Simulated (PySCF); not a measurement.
## NMR parameters from quadrupole coupling constants

Compound: C₃H₇F₃OSi.
Z-matrix (Å and degrees, PBE0-D3(BJ)/def2-SVP geometry), rows numbered from 1:
```
C 
Si  1  1.8583
O   2  1.6779  1  107.40
C   3  1.3852  2  124.05  1  -179.35
C   4  1.5131  3  109.39  2  -178.63
F   5  1.3312  4  111.68  3    60.80
F   5  1.3315  4  111.91  3   -60.21
F   5  1.3384  4  109.41  3  -179.81
H   1  1.1002  2  110.80  3   -60.50
H   1  1.1014  2  110.22  3   179.57
H   1  1.1004  2  110.70  3    59.83
H   2  1.4979  1  111.89  3  -119.41
H   2  1.4979  1  111.89  3   119.36
H   4  1.1062  3  112.80  2    62.40
H   4  1.1064  3  112.80  2   -59.95
```

Computed at PBE0/pcSseg-1 (PySCF, non-relativistic):

```csv
atom,environment,nucleus,spin I,Q (b),CQ = χzz (MHz),η
O3,silyl ether oxygen,17O,5/2,-0.0256,-10.852,0.513
```

**Question.** At 28.2 T, set νQ = 3|CQ|/[2I(2I − 1)] beside the Larmor frequency (|g| × 7.62259 MHz/T × B; g(17O) = −0.75752), and give PQ = |CQ|√(1 + η²/3).

**Answer.** 
| atom | PQ (MHz) | νQ (MHz) | ν0 (MHz) | νQ/ν0 |
| --- | --- | --- | --- | --- |
| O3 | 11.32 | 1.628 | 162.83 | 0.010 |

For O3: PQ = 10.85 × 1.0429, νQ = 10.85 × 0.1500, ν0 = 5.7742 MHz/T × 28.2 T.

**Question.** For half-integer spins with νQ below a tenth of ν0, find the second-order shift of the centre of gravity of the central transition at 28.2 and 35.2 T.

**Answer.** δ = −(3/40)(PQ/ν0)² [I(I + 1) − 3/4]/[I²(2I − 1)²], in ppm:

| site | 28.2 T | 35.2 T |
| --- | --- | --- |
| 17O at O3 | -29 | -18.6 |

**Question.** Take a correlation time of 8 ps, isotropic tumbling and extreme narrowing. What quadrupolar relaxation rates and linewidths follow?

**Answer.** 1/T1 = 1/T2 = (3π²/10)(2I + 3)/[I²(2I − 1)] × PQ² × τc; the width is 1/(πT2).

```json
{"site": "17O at O3", "spin factor (2I + 3)/[I²(2I − 1)]": "0.320", "1/T1 (s⁻¹)": "971", "T1 (ms)": "1.03", "linewidth (Hz)": "309"}
```

Solvent, lattice and vibrations would change these gradients. Geometry: PBE0-D3(BJ)/def2-SVP, one conformer, isolated molecule. The basis is small and wasn't made for field gradients, so the couplings can be 20 % off.
